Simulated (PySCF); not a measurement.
A run for PySCF: R-B3LYP/LANL2DZ on BClFHSe (SMILES FB(Cl)[SeH]), a point of a torsion scan.

```python
from pyscf import gto, scf, dft, mp
from pyscf.data.elements import chemcore

mol = gto.M(
    atom='''
    F    -0.93140077    1.30085203   -0.11949358
    B    -0.57782875    0.03986324    0.02143311
    Cl   -1.79908335   -1.14579091   -0.10234020
    Se    1.21089048   -0.28814938    0.74090910
    H     1.61295396   -1.31246734   -0.18738036
    ''',
    basis='lanl2dz',
    ecp={'Cl': 'lanl2dz', 'Se': 'lanl2dz'},
    charge=0, spin=0, verbose=3, max_memory=1800)
mf = dft.RKS(mol, xc='b3lyp')
mf.conv_tol = 1e-8
mf.max_cycle = 100
mf.kernel()
if not mf.converged:
    mf = mf.newton().run(mf.mo_coeff, mf.mo_occ)
```

It printed:

```
converged SCF energy = -149.546034318109
```

The calculation finished and met its thresholds.

Cost: about 3 core-seconds (a rough figure).
